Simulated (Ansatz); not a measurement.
Compare A (`BCCCCl`) with its isomer B (`CBCCCl`).

Calculated with Ansatz (gas phase, PBE0-D4/def2-TZVP geometries, no zero-point term in ΔE). CCSD(T)/CBS adds triple-zeta CCSD(T) − MP2 to the extrapolated MP2 energy (def2 sets, frozen cores). DFT in def2-TZVPP. B3LYP here is the variant with VWN-RPA as its local correlation; programs differ in this. Each species was taken in one conformer, which may not be the lowest.

Task: Which is lower in electronic energy at CCSD(T)/CBS, and by how much? (An estimate is asked.)

Result: The calculation gave: B, by 50.9 kJ/mol.

Task: Give E(B) − E(A) in kJ/mol with PBE0-D4, B3LYP-D4, MP2/def2-TZVPP, CCSD(T)/def2-TZVPP, CCSD/def2-TZVPP, ωB97M-V, r2SCAN-D4. (Estimate.)

Result: The calculation gave: PBE0-D4 -55.0, B3LYP-D4 -53.9, MP2/def2-TZVPP -50.3, CCSD(T)/def2-TZVPP -50.2, CCSD/def2-TZVPP -50.2, ωB97M-V -53.2, r2SCAN-D4 -57.5. None reverses the order clearly.

Largest T1 diagnostic: 0.009.
